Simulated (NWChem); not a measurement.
All runs are NWChem calculations. System: H2Te, charge 0, spin multiplicity 1, displaced from the optimised geometry. Level: CR-CCSD(T)/def2-SVP with def2 effective core potentials on Te, 4 core orbitals frozen, spin-restricted.

Input file:

```
start mol
memory heap 100 mb stack 700 mb global 1900 mb
geometry units angstroms nocenter noautoz noautosym
  Te     0.000000     0.000000     0.044132
  H     -1.302916     0.000000    -1.266593
  H      1.184469     0.000000    -1.147436
end
basis spherical
  * library def2-svp
end
ecp
  Te library def2-ecp
end
scf
  rhf
  nopen 0
  maxiter 100
  thresh 1e-7
  semidirect memsize 60000000 filesize 0
end
tce
  freeze core 4
  cr-ccsd(t)
  2eorb
  2emet 13
  thresh 1e-6
  maxiter 100
  tilesize 24
end
task tce energy
```

NWChem printed:

```
             Northwest Computational Chemistry Package (NWChem) 7.3.0
             --------------------------------------------------------

                                NWChem Input Module
                                -------------------

 Scaling coordinates for geometry "geometry" by  1.889725989
 (inverse scale =  0.529177249)

                             Geometry "geometry" -> ""
                             -------------------------

 Output coordinates in angstroms (scale by  1.889725989 to convert to a.u.)

  No.       Tag          Charge          X              Y              Z
 ---- ---------------- ---------- -------------- -------------- --------------
    1 Te                  52.0000     0.00000000     0.00000000     0.04413200
    2 H                    1.0000    -1.30291600     0.00000000    -1.26659300
    3 H                    1.0000     1.18446900     0.00000000    -1.14743600

 Effective nuclear repulsion energy (a.u.)      31.4798419934

            Nuclear Dipole moment (a.u.)
            ----------------------------
        X                 Y               Z
 ---------------- ---------------- ----------------
    -0.2238323742     0.0000000000    -0.2251891974


 Summary of "ao basis" -> "" (spherical)
 ------------------------------------------------------------------------------
       Tag                 Description            Shells   Functions and Types
 ---------------- ------------------------------  ------  ---------------------
 *                          def2-svp                  on all atoms

 Summary of "ao basis" -> "ao basis" (spherical)
 ------------------------------------------------------------------------------
       Tag                 Description            Shells   Functions and Types
 ---------------- ------------------------------  ------  ---------------------
 Te                         def2-svp                10       26   4s4p2d
 H                          def2-svp                 3        5   2s1p

                                 NWChem SCF Module
                                 -----------------

  ao basis        = "ao basis"
  functions       =    36
  atoms           =     3
  closed shells   =    13
  open shells     =     0
  charge          =   0.00
  wavefunction    = RHF
  use symmetry    = F
  symmetry adapt  = F

 Summary of "ao basis" -> "ao basis" (spherical)
 ------------------------------------------------------------------------------
       Tag                 Description            Shells   Functions and Types
 ---------------- ------------------------------  ------  ---------------------
 Te                         def2-svp                10       26   4s4p2d
 H                          def2-svp                 3        5   2s1p

 Forming initial guess at       0.1s

      Superposition of Atomic Density Guess
      -------------------------------------

 Sum of atomic energies:        -312.22227642

      Non-variational initial energy
      ------------------------------

 Total energy =    -267.917560
 1-e energy   =    -496.758600
 2-e energy   =     214.197458
 HOMO         =      -0.252502
 LUMO         =       0.003866

 Starting SCF solution at       0.3s

 ----------------------------------------------
         Quadratically convergent ROHF

 Convergence threshold     :          1.000E-07
 Maximum no. of iterations :          100
 Final Fock-matrix accuracy:          1.000E-09
 ----------------------------------------------

              iter       energy          gnorm     gmax       time
             ----- ------------------- --------- --------- --------
                 1     -268.1139229006  3.05D-01  1.54D-01      0.3
                 2     -268.1277986409  1.01D-01  4.13D-02      0.3
                 3     -268.1292254557  5.46D-03  2.11D-03      0.3
                 4     -268.1292287108  7.14D-06  2.52D-06      0.4
                 5     -268.1292287108  2.87D-09  1.05D-09      0.4

       Final RHF  results
       ------------------

         Total SCF energy =   -268.129228710849
      One-electron energy =   -497.075788110519
      Two-electron energy =    214.302978092130
 Nuclear repulsion energy =     14.643581307540

        Time for solution =      0.0s

             Final eigenvalues
             -----------------

              1
    1   -7.1287
    2   -5.1011
    3   -5.0971
    4   -5.0875
    5   -1.9605
    6   -1.9581
    7   -1.9478
    8   -1.9436
    9   -1.9422
   10   -0.8158
   11   -0.4917
   12   -0.4361
   13   -0.3248
   14    0.0735
   15    0.1198
   16    0.4014
   17    0.4332
   18    0.4545
   19    0.4922
   20    0.4993
   21    0.5088
   22    0.5129
   23    0.5943

                       ROHF Final Molecular Orbital Analysis
                       -------------------------------------

 Vector   11  Occ=2.000000D+00  E=-4.916943D-01
              MO Center=  3.2D-02,  1.1D-16, -6.7D-01, r^2= 2.4D+00
   Bfn.  Coefficient  Atom+Function         Bfn.  Coefficient  Atom+Function
  ----- ------------  ---------------      ----- ------------  ---------------
    11      0.392284  1 Te px                32      0.327090  3 H  s
    27     -0.247974  2 H  s                 14      0.217645  1 Te px
    33      0.200882  3 H  s                 28     -0.163326  2 H  s
     8     -0.158283  1 Te px

 Vector   12  Occ=2.000000D+00  E=-4.361033D-01
              MO Center= -1.9D-01,  1.4D-15, -1.4D-01, r^2= 2.6D+00
   Bfn.  Coefficient  Atom+Function         Bfn.  Coefficient  Atom+Function
  ----- ------------  ---------------      ----- ------------  ---------------
    13      0.440025  1 Te pz                 3      0.318355  1 Te s
    16      0.301133  1 Te pz                27     -0.268678  2 H  s
     4      0.251980  1 Te s                 28     -0.198366  2 H  s
    10     -0.176497  1 Te pz                32     -0.171298  3 H  s

 Vector   13  Occ=2.000000D+00  E=-3.247638D-01
              MO Center=  5.1D-03,  1.1D-15,  2.7D-02, r^2= 2.3D+00
   Bfn.  Coefficient  Atom+Function         Bfn.  Coefficient  Atom+Function
  ----- ------------  ---------------      ----- ------------  ---------------
    12      0.578188  1 Te py                15      0.574698  1 Te py
     9     -0.229695  1 Te py                 6     -0.180400  1 Te py

 Vector   14  Occ=0.000000D+00  E= 7.347667D-02
              MO Center= -2.8D-01, -2.5D-16, -2.5D-01, r^2= 3.9D+00
   Bfn.  Coefficient  Atom+Function         Bfn.  Coefficient  Atom+Function
  ----- ------------  ---------------      ----- ------------  ---------------
    28      0.949897  2 H  s                 14      0.938565  1 Te px
    33     -0.394735  3 H  s                 16      0.309894  1 Te pz
    11      0.295074  1 Te px                27      0.238772  2 H  s
     4     -0.171731  1 Te s

 Vector   15  Occ=0.000000D+00  E= 1.198354D-01
              MO Center=  2.0D-01, -1.0D-15, -4.7D-01, r^2= 4.4D+00
   Bfn.  Coefficient  Atom+Function         Bfn.  Coefficient  Atom+Function
  ----- ------------  ---------------      ----- ------------  ---------------
    33      1.335440  3 H  s                 16      1.066875  1 Te pz
     4     -0.896914  1 Te s                 28      0.631965  2 H  s
    14     -0.447620  1 Te px                 3     -0.321882  1 Te s
    13      0.234143  1 Te pz                32      0.200535  3 H  s
     2      0.150142  1 Te s

 Vector   16  Occ=0.000000D+00  E= 4.013720D-01
              MO Center=  4.3D-01,  6.8D-15, -2.6D-01, r^2= 3.2D+00
   Bfn.  Coefficient  Atom+Function         Bfn.  Coefficient  Atom+Function
  ----- ------------  ---------------      ----- ------------  ---------------
     4     -1.887750  1 Te s                  3      1.843316  1 Te s
    26      0.374516  1 Te d  2              11      0.358235  1 Te px
    16      0.353704  1 Te pz                32      0.353104  3 H  s
    28      0.338997  2 H  s                  2     -0.304744  1 Te s
    14     -0.259582  1 Te px                 1     -0.230249  1 Te s

 center of mass
 --------------
 x =  -0.00170997 y =   0.00000000 z =   0.04727273

 moments of inertia (a.u.)
 ------------------
          11.120933022055           0.000000000000          -1.058557989592
           0.000000000000          22.279476080410           0.000000000000
          -1.058557989592           0.000000000000          11.158543058356

  Mulliken analysis of the total density
  --------------------------------------

    Atom       Charge   Shell Charges
 -----------   ------   -------------------------------------------------------
    1 Te  24    24.00   1.77  0.27  1.19  0.66  2.88  3.15  2.06  1.93  9.85  0.23
    2 H    1     1.00   0.60  0.38  0.01
    3 H    1     1.00   0.66  0.32  0.02

       Multipole analysis of the density wrt the origin
       ------------------------------------------------

     L   x y z        total         open         nuclear
     -   - - -        -----         ----         -------
     0   0 0 0      0.000000      0.000000     26.000000

     1   1 0 0      0.067586      0.000000     -0.223832
     1   0 1 0     -0.000000      0.000000      0.000000
     1   0 0 1     -0.049025      0.000000     -2.560316

     2   2 0 0    -19.455723      0.000000     11.072288
     2   1 1 0      0.000000      0.000000      0.000000
     2   1 0 1      0.002383      0.000000      1.039758
     2   0 2 0    -23.600332      0.000000      0.000000
     2   0 1 1      0.000000      0.000000      0.000000
     2   0 0 2    -20.400396      0.000000     10.597528

                   NWChem Extensible Many-Electron Theory Module
                   ---------------------------------------------


            General Information
            -------------------
      Number of processors :     1
         Wavefunction type : Restricted Hartree-Fock
          No. of electrons :    26
           Alpha electrons :    13
            Beta electrons :    13
           No. of orbitals :    72
            Alpha orbitals :    36
             Beta orbitals :    36
        Alpha frozen cores :     4
         Beta frozen cores :     4
     Alpha frozen virtuals :     0
      Beta frozen virtuals :     0
         Spin multiplicity : singlet
    Number of AO functions :    36
       Number of AO shells :    16
        Use of symmetry is : off
      Symmetry adaption is : off
         Schwarz screening : 0.10D-09

          Correlation Information
          -----------------------
          Calculation type : Coupled-cluster singles & doubles w/ perturbation
   Perturbative correction : Completely renormalized (T)
            Max iterations :      100
        Residual threshold : 0.10D-05
     T(0) DIIS level shift : 0.00D+00
     L(0) DIIS level shift : 0.00D+00
     T(1) DIIS level shift : 0.00D+00
     L(1) DIIS level shift : 0.00D+00
     T(R) DIIS level shift : 0.00D+00
     T(I) DIIS level shift : 0.00D+00
   CC-T/L Amplitude update :  5-th order DIIS
                I/O scheme : Global Array Library
        L-threshold :  0.10D-05
        EOM-threshold :  0.10D-05
 no EOMCCSD initial starts read in
 TCE RESTART OPTIONS
 SLICE:      F
 D4D5:       F
 quantumc:   F
 qrotation:  F
 pwtce:      F
 qducc:      F
 nacto:                         0
 nrotv:                         0
 nrot:                          0

            Memory Information
            ------------------
          Available GA space size is     249035504 doubles
          Available MA space size is     104850420 doubles

 Maximum block size supplied by input
 Maximum block size        24 doubles

 tile_dim =     23

 -------------------------------------------------

 Global array virtual files algorithm will be used

 Parallel file system coherency ......... OK

 4-electron integrals stored in orbital form

 v2    file size   =           498370
 4-index algorithm nr.  13 is used
 imaxsize =       30
 imaxsize ichop =        0


CCSD iterations
 ---------------------------------------------------------
 Iter          Residuum       Correlation     Cpu    Wall
 ---------------------------------------------------------
    1   0.0913528720631  -0.1318370745424     0.1     0.1
    2   0.0297765925718  -0.1475235636151     0.1     0.1
    3   0.0123297469088  -0.1513486333501     0.1     0.1
    4   0.0056143610209  -0.1526837050046     0.1     0.1
    5   0.0027182558414  -0.1532246933849     0.1     0.1
    6   0.0003933893370  -0.1536755787722     0.0     0.0
    7   0.0001751861536  -0.1536655508117     0.0     0.0
    8   0.0000974131917  -0.1536662642923     0.1     0.1
    9   0.0000568424957  -0.1536665181732     0.1     0.1
   10   0.0000336253034  -0.1536669204003     0.0     0.0
   11   0.0000026161039  -0.1536676433906     0.1     0.1
   12   0.0000009258768  -0.1536679573938     0.0     0.0
 -----------------------------------------------------------------
 Iterations converged
 CCSD correlation energy / hartree =        -0.153667957393831
 CCSD total energy / hartree       =      -268.282896668243097

 Singles contributions

 Doubles contributions
 CR-CCSD(T)

 CR-CCSD[T]  correction energy / hartree =        -0.003191691528779
 CR-CCSD[T] correlation energy / hartree =        -0.156859648922610
 CR-CCSD[T] total energy / hartree       =      -268.286088359771895
 CR-CCSD(T)  correction energy / hartree =        -0.003087600229626
 CR-CCSD(T) correlation energy / hartree =        -0.156755557623457
 CR-CCSD(T) total energy / hartree       =      -268.285984268472703

 Task  times  cpu:        8.9s     wall:        8.9s

 Total times  cpu:        8.9s     wall:        8.9s
```
